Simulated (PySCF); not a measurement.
C2H12N2Si2, SMILES C[Si@H](CN)N[SiH3].

Geometry optimised at B3LYP-D3(BJ)/def2-SVP. The structure was generated by enumeration; whether it is a known compound was not checked. One conformer was computed; it need not be the lowest.

Calculation: SMD-PBE0/6-31G* (PySCF).

Solvation free energies are E(SMD) − E(gas) at the gas-phase geometry, for 1 M in both phases. In vacuum the dipole moment is 0.84 D.

```json
[
 {"solvent": "water", "ΔG(solv) (kcal/mol)": "-1.2", "its non-electrostatic (CDS) part": "5.3", "dipole (D)": "1.14"},
 {"solvent": "n-hexane", "ΔG(solv) (kcal/mol)": "-2.2", "its non-electrostatic (CDS) part": "0.1", "dipole (D)": "0.92"},
 {"solvent": "dimethylsulfoxide", "ΔG(solv) (kcal/mol)": "-3.5", "its non-electrostatic (CDS) part": "2.9", "dipole (D)": "1.14"}
]
```
